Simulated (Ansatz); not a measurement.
Calculation: frozen-core CCSD(T)/def2-TZVPP // r2SCAN-D4/def2-SVP in Ansatz (a first-principles code).

Ansatz 0.2 input:
```yaml
crystal:
  periodic: [false, false, false]
  atoms:
    - { symbol: Ti, position_ang: [-0.052505, 0.139077, -0.022908] }
    - { symbol: O, position_ang: [-1.153626, 1.388377, -0.701512] }
    - { symbol: H, position_ang: [-1.826217, 1.900627, -0.236841] }
    - { symbol: O, position_ang: [1.612914, 0.802394, 0.123491] }
    - { symbol: H, position_ang: [1.96555, 1.608887, -0.271475] }
    - { symbol: O, position_ang: [-0.053125, -1.280772, -1.126567] }
    - { symbol: H, position_ang: [0.706843, -1.779569, -1.45017] }
    - { symbol: O, position_ang: [-0.615489, -0.3536, 1.612626] }
    - { symbol: H, position_ang: [-1.055432, -1.173894, 1.866711] }
basis:
  gaussian: { orbitals: def2-TZVPP }
correlation:
  method: ccsd_t
```

Output:

```
Functional definition: HF
1590 factors; integrals over basis functions are off by at most 5.2e-4 eV
mean field evaluation 1: about -31296.2016 eV, gradient 8.3e1 eV
mean field evaluation 2: about -31296.3677 eV, gradient 8.3e1 eV
mean field evaluation 4: about -31307.4792 eV, gradient 8.9e0 eV
mean field evaluation 8: about -31307.6773 eV, gradient 6.9e-1 eV
mean field evaluation 16: about -31296.2015 eV, gradient 8.3e1 eV
mean field -31307.67911912 eV, -1150.5359865205 hartree, gradient 2.0e-6 eV, S^2 0.000000; 0 other end points of the search recorded, 0 dependent functions left out
9 core orbitals not correlated
reference -31307.67911912 eV, -1150.5359865205 hartree; 20, 20 occupied and 215, 215 virtual orbitals, 1590 factors
second order -38.32708049 eV of doubles, -0.00000000 eV of singles
cycle   1  -36.68581986 eV  change     1.6e0 eV  update   2.4e-1
cycle   2  -37.93691027 eV  change    -1.3e0 eV  update   1.4e-1
cycle   3  -38.25406673 eV  change   -3.2e-1 eV  update   5.1e-2
cycle   4  -38.26647422 eV  change   -1.2e-2 eV  update   2.0e-2
cycle   5  -38.23961842 eV  change    2.7e-2 eV  update   5.9e-3
cycle   6  -38.24014924 eV  change   -5.3e-4 eV  update   2.4e-3
cycle   7  -38.24088279 eV  change   -7.3e-4 eV  update   1.1e-3
cycle   8  -38.24035762 eV  change    5.3e-4 eV  update   4.0e-4
cycle   9  -38.24057847 eV  change   -2.2e-4 eV  update   1.8e-4
cycle  10  -38.24083934 eV  change   -2.6e-4 eV  update   7.1e-5
cycle  11  -38.24067464 eV  change    1.6e-4 eV  update   3.9e-5
cycle  12  -38.24064162 eV  change    3.3e-5 eV  update   2.0e-5
perturbative correction -1.81403148 eV, -0.0666644273 hartree
Total energy: -31347.73379222 eV, -1152.0079686069 hartree
```

Cost: around 11 core-minutes (rough).
